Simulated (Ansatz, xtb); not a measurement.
## Relaxing a trial structure of BF3GeHN

The starting geometry of this gas-phase singlet was built from a drawn formula by distance geometry; its bonds are those of `[F][Ge]#[N+][BH-](F)F`.

```csv
atom,x (Å),y (Å),z (Å)
B,1.6119,-1.4240,0.1336
F,-2.6465,-4.0009,0.2046
F,1.3919,-0.1690,-0.6225
F,1.9527,-1.0182,1.4793
Ge,-0.9792,-3.0559,0.1511
N,0.3281,-2.1759,0.1218
H,2.4352,-2.0638,-0.3520
```

**Question.** Predict what it relaxes into with r2SCAN-D4/def2-SVP.

**Answer.** It rearranges, giving a structure given below by its coordinates. Distances that change by over a tenth: B1–F3 (1.48 → 1.33 Å), Ge5–N6 (1.58 → 1.86 Å). Contacts that open: B1–H7 (1.15 → 2.10 Å). Contacts that close: N6–H7 (2.16 → 1.02 Å).

The energy falls by 7.17 eV over 27 steps:

```
step  E − E(last) (eV)
   1             7.168
   4             5.796
   7             4.160
  10             1.823
  13             0.596
  15             0.529
  18             0.406
  21             0.057
  24             0.001
  27             0.000
```

Final geometry (Å):

```xyz
7

B     1.4252   -1.1222    0.3013
F    -1.3602   -3.9910   -0.1746
F     2.3433   -0.6647   -0.5421
F     1.3761   -0.5762    1.5152
Ge   -0.7969   -2.8571    1.0548
N     0.5185   -2.1518   -0.0497
H     0.5881   -2.5448   -0.9891
```

From the same start GFN2-xTB reaches the same bonding as this run.

The end wasn't checked by frequencies. Run with Ansatz 0.2.0, 36 s on 2 threads of Intel(R) Xeon(R) 6975P-C (Granite Rapids), on a shared host.
